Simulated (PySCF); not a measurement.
Level of theory: PySCF with PBE-D3(BJ)/def2-TZVP // CAM-B3LYP-D3(BJ)/def2-SVP. Isolated molecules, 0 K electronic values unless said otherwise. Excitations are Tamm–Dancoff values on a coarser integration grid. The basis has no diffuse functions, so Rydberg states are missing or too high.

Reference species (SMILES): `[BH2-]1[OH+][BH2-][OH+]1` (neutral, multiplicity 1).

```
Item                     Result
----------------------  -------
S1 oscillator strength    0.000
S1–T1 gap (TDA)         0.25 eV
```

Changed species: `[GaH2-]1[SeH+][GaH2-][SeH+]1`.

Give the shifts of the S1 oscillator strength and S1–T1 gap (TDA).

the S1 oscillator strength stays essentially unchanged; the S1–T1 gap (TDA) increases by 0.09 eV, to 0.34 eV.
